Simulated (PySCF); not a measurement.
Relaxation of quartet IrS2

All numbers come from PySCF, UB3LYP, basis Ir def2-SVP with ECP60, S def2-SVP (scalar-relativistic core potentials, no spin–orbit coupling, density fitting). A (50,194) grid was used.

A hand-made bent start, of C2v symmetry, held to at least that symmetry:

```xyz
3
charge 0 multiplicity 4, angstrom
Ir    0.0000    0.0000   -0.2984
S     1.7120    0.0000    0.9004
S    -1.7120    0.0000    0.9004
```

(1) What does it relax to?

(2) How much energy is released, and in how many steps?

## Answers

(1) It ends at C2v with Ir–S 2.109 Å (×2); S–Ir–S 111.7° (after a last refinement on a finer grid). A frequency run shows a minimum. Other isomers or separated fragments may lie lower.

(2) 1.3 kJ/mol in 3 steps.

With open d or f shells other occupations or spin states may lie lower. At this level a doublet minimum of C2v symmetry lies 11 kJ/mol below this structure. No spin–orbit coupling is included, which matters more the heavier the element.

The relaxation took of the order of 40 core-seconds on a shared host.
